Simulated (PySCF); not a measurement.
Scan of Cl3 (anion, charge -1), singlet: symmetric bend, bond length relaxed. Scanned: Cl-Cl-Cl angle. Other coordinates (Cl-Cl bond length) were minimised at PBE0/def2-TZVP.

Computed with CCSD(T) on RHF/aug-cc-pVDZ, 15 core orbitals frozen in PySCF.

Scanned values (°): 180, 170, 160, 150, 140, 130, 120, 110, 100, 90, 80.

Q: Locate the minima and the barriers on this grid.

A: Lower than their neighbours: 180° (0.0 kcal/mol, end of the scan). Higher than their neighbours: 80° (44.2 kcal/mol, end of the scan). The whole profile spans 44.2 kcal/mol.
